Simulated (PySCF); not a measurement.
C₅H₉F, SMILES C=C(C)[C@H](C)F.

Geometry: PBE-D3(BJ)/def2-SVP. One conformer was computed; it need not be the lowest.

Level of theory: PBE-D3(BJ)/def2-SVP (PySCF).

Harmonic, unscaled wavenumbers; measured fundamentals usually lie a few per cent lower.

### Question
List the normal modes with their intensities. (Estimate from the structure and the level; the computed values follow.)

### Answer

```tsv
mode	ν (cm⁻¹)	IR (km/mol)	moving atoms (share of kinetic energy)
1	66	0.4	C 52 %, H 31 %, F 17 %
2	169	0.8	H 91 %
3	223	0.5	H 76 %, C 21 %
4	256	0.8	H 47 %, C 43 %, F 10 %
5	302	0.4	C 53 %, H 31 %, F 16 %
6	366	1.4	C 45 %, F 29 %, H 27 %
7	416	1.3	C 41 %, H 35 %, F 25 %
8	498	8.4	C 56 %, H 26 %, F 18 %
9	561	8.6	C 52 %, H 39 %, F 10 %
10	706	0.2	H 83 %, C 16 %
11	775	0.6	C 51 %, H 48 %
12	885	33.7	H 73 %, C 27 %
13	892	9.7	H 48 %, C 37 %, F 15 %
14	924	1.8	H 57 %, C 40 %
15	964	9.8	H 67 %, C 30 %
16	998	1.4	H 72 %, C 28 %
17	1040	8.1	H 51 %, C 47 %
18	1089	21.4	C 65 %, H 31 %
19	1108	50.4	C 54 %, H 33 %, F 13 %
20	1226	4.5	H 57 %, C 43 %
21	1290	5.4	H 71 %, C 29 %
22	1321	12.1	H 73 %, C 27 %
23	1335	16.5	H 75 %, C 25 %
24	1344	1.3	H 62 %, C 38 %
25	1363	4.3	H 81 %, C 19 %
26	1398	13.3	H 96 %
27	1406	11.0	H 96 %
28	1413	5.5	H 94 %
29	1420	1.6	H 92 %, C 8 %
30	1683	10.5	C 92 %, H 8 %
31	2917	39.1	H 92 %
32	2957	21.5	H 97 %
33	2983	10.4	H 97 %
34	3024	13.6	H 91 %, C 9 %
35	3076	11.3	H 91 %, C 9 %
36	3082	12.6	H 90 %, C 10 %
37	3084	8.1	H 91 %, C 9 %
38	3084	8.6	H 94 %
39	3190	2.6	H 89 %, C 11 %
```
